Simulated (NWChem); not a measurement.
Species: SnH2BrF; SMILES [SnH2]([Br])[F]

```xyz
5

Sn    -0.2969     0.8045     0.0000
F      1.4504     1.6384     0.0000
Br     0.1098    -1.6418     0.0000
H     -1.0255     1.2453    -1.4757
H     -1.0255     1.2453     1.4757
```
Atoms are numbered in this order, from 1.

Computed with NWChem. Medium grid unless said otherwise, to which SCAN and Minnesota functionals are sensitive. The geometry was optimised at PBE0/def2-SVP. def2 effective core potentials on Sn; no spin-orbit coupling.

**Question.** Predict the results for M06/def2-SVP. Quantities: highest occupied level (eV); orbital gap (eV); dipole (D).

**Answer.** 
| Item | Result |
|---|---|
| highest occupied level (eV) | -8.48 |
| orbital gap (eV) | 7.18 |
| dipole (D) | 3.01 |
